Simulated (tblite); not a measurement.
C₆H₁₁AlO.
Atom-mapped SMILES: `[CH3:1][O:2][AlH:3][C@H:4]1[CH:5]=[CH:6][CH2:7][CH2:8]1` (hydrogens: H9, H10, H11 on C1; H12 on Al3; H13 on C4; H14 on C5; H15 on C6; H16, H17 on C7; H18, H19 on C8)

Computed with GFN2-xTB (tblite), gas phase: L-BFGS steps from a force-field or distance-geometry start until the largest atomic force falls under 0.01 eV/Å.

The end geometry, which sets the zero of energy:
```
atom  x, y, z in Å
C1      3.4356    0.7123   -0.2202
O2      2.2075    0.0838    0.0009
Al3     0.7999   -0.7125    0.3128
C4     -0.7523   -0.8925   -1.0057
C5     -1.7230   -1.4538   -0.0398
C6     -2.2040   -0.4975    0.7577
C7     -1.5962    0.8126    0.3838
C8     -1.1823    0.5857   -1.0620
H9      3.6994    1.3295    0.6417
H10     3.3795    1.3460   -1.1084
H11     4.2163   -0.0374   -0.3685
H12     0.6050   -1.3626    1.6879
H13    -0.7462   -1.3836   -1.9793
H14    -1.9727   -2.5007    0.0092
H15    -2.8927   -0.6133    1.5757
H16    -0.6422    0.9292    0.9733
H17    -2.2165    1.6880    0.5634
H18    -0.3858    1.2635   -1.3842
H19    -2.0393    0.7124   -1.7305
```

Task: These geometries come from the run, each turned onto the end geometry. Order them by energy, lowest first.
A.
```
atom  x, y, z in Å
C1      3.8795    0.4419   -0.5401
O2      2.6446   -0.0862   -0.1399
Al3     1.2372   -0.8153    0.3063
C4     -0.5707   -0.5144   -0.5382
C5     -1.5326   -1.2879    0.3157
C6     -2.6012   -0.5824    0.6453
C7     -2.5859    0.7863    0.0303
C8     -1.1539    0.9276   -0.5134
H9      4.2646    1.1312    0.2147
H10     3.7641    0.9800   -1.4846
H11     4.6016   -0.3685   -0.6643
H12     1.3338   -1.8285    1.4557
H13    -0.6396   -0.9117   -1.5641
H14    -1.3359   -2.3091    0.6070
H15    -3.4328   -0.9156    1.2412
H16    -2.8327    1.5721    0.7472
H17    -3.3301    0.8337   -0.7719
H18    -0.5763    1.5668    0.1603
H19    -1.1437    1.3891   -1.4995
```
B.
```
atom  x, y, z in Å
C1      3.4860    0.6656   -0.2498
O2      2.2387    0.0863    0.0020
Al3     0.8092   -0.6574    0.3435
C4     -0.7255   -0.8533   -0.9901
C5     -1.6923   -1.4582   -0.0479
C6     -2.2233   -0.5288    0.7491
C7     -1.6697    0.8119    0.3951
C8     -1.2070    0.6094   -1.0414
H9      3.7806    1.2909    0.5955
H10     3.4395    1.2792   -1.1525
H11     4.2396   -0.1131   -0.3908
H12     0.5870   -1.2598    1.7350
H13    -0.6840   -1.3283   -1.9713
H14    -1.9024   -2.5146   -0.0128
H15    -2.9244   -0.6822    1.5500
H16    -0.7438    0.9825    1.0113
H17    -2.3446    1.6518    0.5534
H18    -0.4263    1.3184   -1.3348
H19    -2.0474    0.7089   -1.7358
```
C.
```
atom  x, y, z in Å
C1      4.1630    0.3956   -0.4530
O2      2.7800    0.0704   -0.3195
Al3     1.3032   -0.6158    0.0084
C4     -0.6746   -0.4422   -0.5397
C5     -1.5106   -1.2249    0.4581
C6     -2.6480   -0.6013    0.7343
C7     -2.8074    0.6723   -0.0482
C8     -1.3605    0.9585   -0.5270
H9      4.4719    0.9917    0.4093
H10     4.3848    0.9569   -1.3792
H11     4.7447   -0.5373   -0.4510
H12     1.5928   -1.6877    1.1230
H13    -0.8585   -0.9046   -1.5236
H14    -1.2237   -2.2021    0.8314
H15    -3.4444   -0.9321    1.3927
H16    -3.2157    1.5178    0.5255
H17    -3.5059    0.5096   -0.8953
H18    -0.8419    1.6376    0.1792
H19    -1.3593    1.4468   -1.5177
```
D.
```
atom  x, y, z in Å
C1      3.4383    0.6854   -0.2923
O2      2.2098    0.0941    0.0110
Al3     0.7955   -0.6637    0.3884
C4     -0.7143   -0.8793   -0.9649
C5     -1.7261   -1.4681   -0.0618
C6     -2.2606   -0.5309    0.7206
C7     -1.6627    0.7980    0.4023
C8     -1.1334    0.6054   -1.0131
H9      3.7672    1.3242    0.5300
H10     3.3525    1.2959   -1.1925
H11     4.1863   -0.0933   -0.4516
H12     0.6049   -1.2644    1.7842
H13    -0.6324   -1.3419   -1.9491
H14    -1.9626   -2.5187   -0.0287
H15    -2.9697   -0.6692    1.5155
H16    -0.7627    0.9216    1.0694
H17    -2.3219    1.6559    0.5381
H18    -0.3010    1.2850   -1.2376
H19    -1.9171    0.7730   -1.7601
```
E.
```
atom  x, y, z in Å
C1      3.7343    0.3502   -0.4491
O2      2.4300    0.6950   -0.9065
Al3     1.3243   -0.4367   -0.0824
C4     -0.5831   -0.4620   -0.5796
C5     -1.3583   -1.1948    0.4962
C6     -2.5085   -0.5879    0.7215
C7     -2.6437    0.6223   -0.1814
C8     -1.1711    0.9503   -0.4129
H9      3.8468    0.7092    0.5824
H10     4.5148    0.7813   -1.0934
H11     3.7663   -0.7495   -0.4335
H12     1.8110   -1.5061    1.0037
H13    -0.8176   -0.8757   -1.5747
H14    -0.9943   -2.0884    1.0006
H15    -3.2678   -0.8611    1.4378
H16    -3.2014    1.4231    0.3030
H17    -3.1303    0.2789   -1.1142
H18    -0.7765    1.3503    0.5406
H19    -0.9849    1.6108   -1.2504
```

Result: B (0.004 eV), D (0.018 eV), A (0.201 eV), C (0.401 eV), E (1.273 eV).

In the order of the answer:

```tsv
step	E above end (eV)	largest force (eV/Å)	rms force component (eV/Å)	rms distance from end (Å)	rms bond change (Å)	bond most changed (Å)
158	0.004	0.03	0.012	0.080	0.001	C7–H16 -0.002
149	0.018	0.11	0.043	0.104	0.002	Al3–C4 -0.006
66	0.201	0.08	0.026	1.020	0.013	C7–H16 -0.036
22	0.401	0.54	0.210	1.190	0.020	Al3–H12 +0.040
1	1.273	1.56	0.345	1.284	0.042	O2–Al3 +0.137
```

What follows is the cost of the whole relaxation. The run took 2.6 s of wall time on one thread, Arm Neoverse N1 (aarch64), shared host with 64 logical CPUs at a one-minute load of 60.
